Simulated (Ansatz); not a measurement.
A single point on CH$_{7}$AlInNS.

```yaml
crystal:
  periodic: [false, false, false]
  atoms:
    - {symbol: N, position_ang: [-1.172290, -0.345428, 0.565079]}
    - {symbol: C, position_ang: [-0.150008, 0.036923, -0.506974]}
    - {symbol: Al, position_ang: [0.607122, -1.089418, 0.938816]}
    - {symbol: S, position_ang: [-0.522529, -0.598627, -2.103126]}
    - {symbol: In, position_ang: [0.714201, 1.981709, -0.375702]}
    - {symbol: H, position_ang: [-1.595158, 0.441207, 1.043829]}
    - {symbol: H, position_ang: [-1.899630, -0.936921, 0.177115]}
    - {symbol: H, position_ang: [1.331071, -0.329300, 2.133390]}
    - {symbol: H, position_ang: [0.671800, -2.649600, 0.668495]}
    - {symbol: H, position_ang: [-0.071789, -1.869772, -1.999423]}
    - {symbol: H, position_ang: [0.132482, 2.951274, 0.932282]}
    - {symbol: H, position_ang: [1.954728, 2.407942, -1.473781]}
basis:
  gaussian: {orbitals: def2-QZVPP}
correlation: {method: mp2}
```

```sh
$ ansatz run in.yaml --threads 4 --pin off --events-out ev --progress --plain --max-ram 10444MiB
```

Output, abridged:

```
Functional definition: HF
3265 factors; integrals over basis functions are off by at most 1.1e-3 eV
mean field evaluation 1: about -25168.0126 eV, gradient 4.0e1 eV
mean field evaluation 2: about -25168.2034 eV, gradient 4.0e1 eV
mean field evaluation 4: about -25172.6533 eV, gradient 5.3e0 eV
mean field evaluation 8: about -25172.7731 eV, gradient 4.6e-1 eV
mean field evaluation 16: about -25172.7747 eV, gradient 2.3e-6 eV
mean field -25172.77469681 eV, -925.0824073882 hartree, gradient 2.3e-6 eV, S^2 0.000000; 0 other end points of the search recorded, 0 dependent functions left out
16 core orbitals not correlated: weight in the atoms' cores, before any rotation towards them, 1.000 or more for the frozen orbitals, at most 0.000 for the correlated occupied ones
reference -25172.77469681 eV, -925.0824073882 hartree; 19, 19 occupied and 511, 511 virtual orbitals, 3265 factors
second order -32.28138250 eV of doubles, -0.00000000 eV of singles
Total energy: -25205.05607931 eV, -926.2687263140 hartree
```

It took 22 s on 4 threads of an Intel Xeon 6975P-C on a shared host, with 4.3 GiB of host memory at the peak.
